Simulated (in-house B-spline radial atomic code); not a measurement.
Configurations of the fluorine ion F⁴⁺, with energies counted from [He] 2s2 2p1. All numbers are computed (Dirac-Hartree-Fock, average of configuration; Fermi nucleus of rms radius 2.8976 fm) with a B-spline radial code for spherical atoms, not measured. Energies include first-order Breit, QED and recoil terms.

Occupations are held fixed; configurations that lie above the ionisation limit could autoionise.

```
   configuration  E - E(ref) (eV)  highest orbital  its <r> (bohr)
    [He] 2s1 2p2           16.128            2p3/2          0.7748
    [He] 2s2 3p1           70.738            3p3/2           2.175
    [He] 2s2 4s1           88.647            4s1/2           4.031
    [He] 2s2 4f1           92.796            4f7/2           3.587
    [He] 2s2 5d1           100.17            5d5/2           6.722
    [He] 2s2 5f1           100.46            5f7/2           6.281
    [He] 2s2 6d1           104.46            6d5/2           9.987
    [He] 2s2 6f1           104.62            6f7/2           9.575
[He] 2s1 2p1 5d1           112.62            5d5/2           6.734
[He] 2s1 2p1 5g1           112.92            5g9/2           5.499
[He] 2s1 2p1 6g1           117.07            6g9/2           8.799
```

**Question.** Order these further configurations by energy, lowest first.
A. [He] 2s1 2p1 4d1
B. [He] 2s1 2p1 4f1
C. [He] 2s1 2p1 6f1
D. [He] 2s2 5p1
E. [He] 2s2 3s1

**Answer.** E (65.486 eV), D (99.403 eV), A (104.7 eV), B (105.23 eV), C (117.06 eV).

**Question.** How far above the reference does [He] 2s2 4d1 lie?

**Answer.** 92.221 eV; its least bound orbital is 4d5/2 with <r> = 4.055 bohr.

**Question.** How far above the reference does [He] 2s2 5g1 lie?

**Answer.** 100.48 eV; its least bound orbital is 5g9/2 with <r> = 5.499 bohr.

**Question.** How far above the reference does [He] 2s2 3d1 lie?

**Answer.** 74.955 eV; its least bound orbital is 3d5/2 with <r> = 1.985 bohr.

**Question.** One of these lies 112.9 eV from the reference. Which?
A. [He] 2s1 2p1 5f1
B. [He] 2s2 6g1
C. [He] 2s2 6s1
D. [He] 2s2 6p1

**Answer.** A.
